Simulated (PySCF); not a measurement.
SmF2 at several levels of theory

Computed with PySCF 2.14.0 (density fitting, no spin-orbit coupling) at the geometry relaxed with PBE0:

```xyz
3
SmF2 (singlet in the valence; each metal's 4f electrons, 6 of them, lie in its core potential, out of spins and levels)
Sm    0.0000    0.0000   -0.2749
F     1.8453    0.0000    0.7860
F    -1.8453    0.0000    0.7860
```

```
level                                    basis    state  HOMO (eV)  gap (eV)  charge on Sm1 (e)  population of f-type functions on Sm1 (polarisation alone where 4f lies in the core)  dipole about the centre of mass (D)  largest force component (eV/Å)
 PBE0    Sm lcecp-0-SVP with ECP52, F def2-SVP  singlet          –         –               1.05                                                                                  0.05                                 6.39                            0.00
B3LYP                                 the same  singlet          –         –               1.01                                                                                  0.05                                 6.29                            0.19
 PBE0  Sm lcecp-0-TZVP with ECP52, F def2-TZVP  singlet          –         –               1.26                                                                                  0.06                                 6.73                            0.09
```

In the lcecp rows the 4f levels are missing from HOMO and gap, and the state counts the valence alone.

Charges are Mulliken's, which hang on the basis. The relaxation used the grid (50, 194), these runs (75, 302) or, all-electron (x2c bases, spin-free X2C Hamiltonian), (99, 590).

(1) What does r2SCAN with Sm lcecp-0-SVP with ECP52, F def2-SVP give here?

An lcecp potential fixes the number of 4f electrons, so in runs with it no electron can move into or out of that shell.

Results:

(1) state singlet, charge on Sm1 (e) 1.01, population of f-type functions on Sm1 (polarisation alone where 4f lies in the core) 0.04, dipole about the centre of mass (D) 6.28, largest force component (eV/Å) 0.20. Time: 2.2 s on 2 threads of Arm Neoverse V1, with other jobs on the host, from an already converged density.
